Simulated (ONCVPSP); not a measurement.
Gd (Z = 64): variants of one ONCV potential

Base potential:

```json
{
  "Element": "Gd (Z = 64)",
  "Generator": "ONCVPSP 4.0.1",
  "Type": "optimised norm-conserving Vanderbilt (ONCV)",
  "Functional": "revPBE",
  "Relativity": "scalar-relativistic",
  "Frozen core": "[Kr] 4d10",
  "Valence charge": "18",
  "Reference configuration": "4f7 5s2 5p6 5d1 6s1 (charge +1)",
  "Partial waves": "5s+6s: rc 2.25 bohr, ncon 5, nbas 8, qcut 5.3 1/bohr, 2 projectors; 5p: rc 1.45 bohr, ncon 4, nbas 7, qcut 5.2 1/bohr, 1 projector; 5d: rc 3.15 bohr, ncon 3, nbas 7, qcut 4.3 1/bohr, 1 projector; 4f: rc 1.20 bohr, ncon 4, nbas 9, qcut 14.9 1/bohr, 2 projectors, debl 1.2 Ha",
  "Local potential": "polynomial inside 0.80 bohr (lpopt 5, dvloc0 0 Ha)",
  "Core correction": "polynomial model core, fcfact 0.7"
}
```

All-electron outer shells of the reference configuration (revPBE, scalar-relativistic, ld1.x):

| shell | level (eV) | outermost node (bohr) | outermost maximum (bohr) |
| --- | --- | --- | --- |
| 4d | -154.03 | 0.27 | 0.56 |
| 5s | -56.04 | 0.65 | 1.20 |
| 5p | -33.57 | 0.70 | 1.35 |
| 4f | -14.98 | – | 0.56 |
| 6s | -9.16 | 1.60 | 3.21 |
| 5d | -8.32 | 0.79 | 1.92 |

Cutoffs, loose and tight: the cutoffs (Ha) at which the residual kinetic energy of the hardest occupied pseudo-wave falls to 1 and 0.1 mHa per electron. They do not see the model core or the augmentation charge, which bear on the density cutoff. Test errors are all-electron minus pseudo excitation energies from the reference, over the configurations 4f7 5s2 5p6 5d1 6s2; 4f7 5s2 5p6 5d1 6s0; 4f7 5s2 5p6 5d0 6s0; 4f7 5s2 5p6 5d1.5 6s1.5. A dash means not determined; rows that change the core or the reference have their own tests.

A true bound ghost makes a file unfit for plane-wave use even where its test errors are small: the radial tests pick states by their node count and pass the ghost by.

```json
{"change": "base", "outcome": "generated", "cutoff, loose": "92 Ha", "cutoff, tight": "100 Ha", "bound ghosts": "s, p", "GHOST(+) flags above zero": "d", "largest test error (meV)": "+29"}
{"change": "s: rc 1.7", "outcome": "generated", "cutoff, loose": "92 Ha", "cutoff, tight": "100 Ha", "bound ghosts": "s, p", "GHOST(+) flags above zero": "d", "largest test error (meV)": "+27"}
{"change": "s: rc 2.04", "outcome": "generated", "cutoff, loose": "92 Ha", "cutoff, tight": "100 Ha", "bound ghosts": "s, p", "GHOST(+) flags above zero": "d", "largest test error (meV)": "+28"}
{"change": "s: rc 2.32", "outcome": "generated", "cutoff, loose": "92 Ha", "cutoff, tight": "100 Ha", "bound ghosts": "s, p", "GHOST(+) flags above zero": "d", "largest test error (meV)": "+29"}
{"change": "s: rc 2.58", "outcome": "generated", "cutoff, loose": "92 Ha", "cutoff, tight": "100 Ha", "bound ghosts": "s, p", "GHOST(+) flags above zero": "d", "largest test error (meV)": "+30"}
{"change": "s: rc 2.92", "outcome": "generated", "cutoff, loose": "92 Ha", "cutoff, tight": "100 Ha", "bound ghosts": "s, p", "GHOST(+) flags above zero": "d", "largest test error (meV)": "+32"}
{"change": "s: rc 3.22", "outcome": "generated", "cutoff, loose": "92 Ha", "cutoff, tight": "100 Ha", "bound ghosts": "s, p", "GHOST(+) flags above zero": "d", "largest test error (meV)": "+34"}
```

Reading the sweep of the s radius (base included, trends over the rows without a ghost): Bound ghosts are found at 1.7, 2.04, 2.25, 2.32, 2.58, 2.92, 3.22 bohr. Every judged row has one, so this setting neither creates nor removes them.
